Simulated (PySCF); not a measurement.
# Reading the logs of faulty runs: CH6OSi2

These are calculations, not measurements. The program is PySCF 2.14.0, an open-source quantum chemistry code, run on an isolated molecule that a program drew, which may never have been made. The molecule is CH6OSi2 (charge 0, singlet), drawn as the SMILES string `O[SiH2]C[SiH]`.

Each row is a Hartree-Fock (HF) and frozen-core CCSD(T) single point in the cc-pV(D+d)Z basis, meant for a local HF minimum. Run 1 is clean. Each other run has one planted mistake out of seven kinds, and not every kind appears here: one electron removed, one electron added, multiplicity raised by two, geometry at a saddle point, minimal basis STO-3G, one bond length entered in bohr, all coordinates scaled. The reference is restricted for singlets and unrestricted otherwise, and also for a bond in bohr. Adding or removing an electron swaps singlet and doublet. Electrons count all cores. HOMO and LUMO are orbital energies over both spins, the gradient is its largest component, and the lowest frequency (negative if imaginary) is given only where the gradient is small. Bond lengths are over the 9 bonds as drawn. T1 is the CCSD diagnostic: over 0.02 (restricted) or 0.045 (unrestricted) a single reference is doubtful.

Geometry of the clean run:
```xyz
10
CH6OSi2, angstrom
O    -2.8006    2.2399   -3.5867
Si   -2.3885    1.0037   -2.5710
C    -0.5256    0.7775   -2.4351
Si    0.0808   -0.9032   -1.7743
H    -2.5260    3.1198   -3.3781
H    -2.9284    1.2357   -1.2122
H    -3.0257   -0.1938   -3.1557
H    -0.1792    1.5349   -1.7136
H    -0.0587    0.9952   -3.4009
H    -0.6853   -0.8478   -0.4608
```

| run | electrons | basis functions | <S^2> | HOMO (eV) | LUMO (eV) | gradient (hartree/bohr) | lowest frequency (cm^-1) | mean bond (Å) | longest bond (Å) | T1 | HF (hartree) | CCSD(T) (hartree) | mistake |
|---|---|---|---|---|---|---|---|---|---|---|---|---|---|
| 1 | 48 | 104 | 0.000 | -8.69 | 0.71 | 2.3e-05 | 47 | 1.4510 | 1.905 | 0.0127 | -694.09202 | -694.67617 | no fault |
| 2 | 47 | 104 | 0.761 | -16.46 | -6.71 | 4.5e-02 | - | 1.4510 | 1.905 | 0.0199 | -693.81028 | -694.36610 | one electron removed |
| 3 | 48 | 34 | 0.000 | -5.93 | 6.07 | 3.9e-02 | - | 1.4510 | 1.905 | 0.0089 | -685.89761 | -686.10694 | minimal basis STO-3G |
| 4 | 48 | 104 | 2.005 | -7.87 | 0.33 | 2.5e-02 | - | 1.4510 | 1.905 | 0.0146 | -694.06630 | -694.62820 | multiplicity raised by two |
| 5 | 48 | 104 | 0.000 | -8.79 | 0.58 | 3.1e-02 | - | 1.4975 | 1.966 | 0.0133 | -694.08336 | -694.67260 | ? |
| 6 | 48 | 104 | 1.159 | -8.92 | 1.01 | 1.1e-02 | - | 1.5971 | 2.791 | 0.0709 | -693.97723 | -694.55082 | ? |

**Which mistake was planted in run 5, and what did it cost?**

The mean and the longest bond both change by the same factor, 1.032, and the gradient is no longer small. So the mistake is: all coordinates scaled. Subtracting run 1 and multiplying by 627.51 kcal/mol a hartree, the energy moved by 5.4 kcal/mol in HF and 2.2 kcal/mol in CCSD(T).

**Which mistake was planted in run 6, and what did it cost?**

The mean bond changes by a factor of 1.101 and the longest by 1.465, so the molecule wasn't scaled as a whole. A length L in bohr read as angstrom grows by (1/0.5292 - 1) L = 0.890 L. The 9 bonds together grew by 9 x 0.1461 = 1.315 Å, which gives L = 1.478 Å. That is the length of one of the H-Si bonds, 1.477 Å in the clean geometry. So the mistake is: one bond length entered in bohr. Subtracting run 1 and multiplying by 627.51 kcal/mol a hartree, the energy moved by 72.0 kcal/mol in HF and 78.7 kcal/mol in CCSD(T).

Cautions from the logs. Run 6: T1 is over the limit, so its CCSD(T) energy is less reliable.
